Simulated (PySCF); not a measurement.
A structure optimised at TPSSh-D3(BJ)/def2-SVP, used in a PySCF frequency run:

```
Ge
N 1 1.8193
H 2 1.0200 1 115.63
H 2 1.0206 3 109.33 1 -130.31
N 1 1.8284 2 105.18 3 179.00
H 5 1.0201 1 113.72 2 162.35
H 5 1.0212 6 109.26 1 -128.79
H 1 1.5392 2 107.52 3 49.83
Br 1 2.3440 8 105.38 2 124.20
```
Charge 0, spin multiplicity 1.

Question: Write its SMILES and formula.

Answer: [NH2][GeH]([NH2])[Br], BrGeH5N2

Question: What are its rotational constants (standard atomic weights)?

Answer: 5.3721, 1.5354, 1.3205 GHz
